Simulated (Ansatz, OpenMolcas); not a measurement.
**How methods differ on GeH3 (SMILES [GeH3])**

The species is GeH3 (4 atoms), meant as a doublet with charge 0. As SMILES, `[GeH3]`. Geometry: relaxed at PBE0-D4/def2-TZVP.

```xyz
4

Ge    0.2146   -0.1259   -0.2494
H     1.0550    0.1096    1.0183
H    -0.8828   -1.1759   -0.0001
H    -0.3868    1.1922   -0.7688
```

Each level gives the energy change with the Ge1–H4 bond stretched from 1.539 to 1.770 Å (eV). The values are calculated.

```csv
level,kind,program,value (eV),CPU time (all runs)
UHF/def2-TZVPP,Hartree–Fock,OpenMolcas,0.36,17 s
U-revPBE/def2-TZVPP,GGA,Ansatz,0.26,9.5 s
UBLYP/def2-TZVPP,GGA,Ansatz,0.26,9.4 s
UM06-2X/def2-TZVPP,hybrid meta-GGA,OpenMolcas,0.31,54 s
U-wB97X/def2-TZVPP,range-separated hybrid,Ansatz,0.34,50 s
UB2PLYP/def2-TZVPP,double hybrid,Ansatz,0.34,16 s
RPA@PBE/def2-TZVPP,RPA,Ansatz,0.33,14 s
UCCSD/def2-TZVPP,coupled cluster or CI,Ansatz,0.35,45 s
```

All-electron rows without a relativistic Hamiltonian named are non-relativistic. The first shape isn't each level's own minimum. The values span 0.26 to 0.36 eV. In the correlated wave-function rows the outer d shell of Ge is correlated, in sets not made for it. In so small a basis fixed costs decide the times, and correlated methods can beat functionals. CPU times are rough (shared hosts, several kinds of processor and program).
